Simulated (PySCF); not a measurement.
## Ni: excitation energy

Ni [Ar] 3d8 4s2 (3F) → Ni [Ar] 3d10 (1S), as a difference of total energies. Calculation: PySCF 2.14, in ANO-RCC-VTZP (6s5p3d2f1g, 59 functions); scalar relativity by spin-free X2C-1e. Correlated levels: valence: [Ar] frozen. The calculations carry no spin-orbit coupling.

```json
{"method": "UHF", "excitation energy (eV)": "6.462"}
{"method": "MP2 (valence)", "excitation energy (eV)": "0.356"}
{"method": "SCS-MP2 (valence)", "excitation energy (eV)": "1.154"}
{"method": "CCSD (valence)", "excitation energy (eV)": "3.010"}
{"method": "CCSD(T) (valence)", "excitation energy (eV)": "2.573"}
```

Task: How much does correlation contribute at CCSD(T) (valence)?

Result: 2.573 − (6.462) = -3.889 eV, measured against UHF.

A first-order spin-orbit estimate (lowest level to lowest level, LS coupling) adds 0.138 eV.
